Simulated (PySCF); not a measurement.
Isomers of CH11NOSi3, one GFN2-xTB conformer each. Single-point energies are computed at PBE0/pcSseg-1 (PySCF, gas phase, no added dispersion term), electronic only.

Task: Rank them by PBE0/pcSseg-1 energy, lowest first (kcal/mol).
A. `[CH3:1][SiH2:2][Si@@H:3]([NH2:4])[O:5][SiH3:6]` with C1–Si2–Si3–N4 -31°, Si2–Si3–N4–H 161° and -60°, Si2–Si3–O5–Si6 -38°
B. `[CH3:1][Si@:2]([OH:3])([SiH3:4])[SiH2:5][NH2:6]` with C1–Si2–O3–H 54°, C1–Si2–Si5–N6 93°, Si2–Si5–N6–H 49° and -173°
C. `[CH3:1][Si@:2]([NH2:3])([SiH3:4])[O:5][SiH3:6]` with C1–Si2–N3–H 163° and -59°, C1–Si2–O5–Si6 -72°

Result: C (0.0), A (4.4), B (28.3).

As drawn, the highest has an O–H bond, which the lowest lacks. GFN2-xTB itself gives, in the same order: 2.0, 0.0, 48.9. GFN2-xTB puts C[SiH2][Si@@H](N)O[SiH3] lowest instead; measured from each level's own lowest isomer, the values differ by up to 20.6 kcal/mol (C[Si@](O)([SiH3])[SiH2]N: 48.9 against 28.3).

Task: Which frontier levels, dipoles and rotational constants go with these structures?

Result: 
| SMILES | HOMO (eV, PBE0/pcSseg-1) | LUMO (eV) | dipole (D) | A, B, C (MHz) |
| --- | --- | --- | --- | --- |
| C[Si@](N)([SiH3])O[SiH3] | -7.09 | 0.22 | 1.42 | 2211, 1111, 953.6 |
| C[SiH2][Si@@H](N)O[SiH3] | -7.21 | -0.07 | 1.47 | 2311, 1060, 899.7 |
| C[Si@](O)([SiH3])[SiH2]N | -7.11 | -0.87 | 1.22 | 1960, 1230, 998.8 |
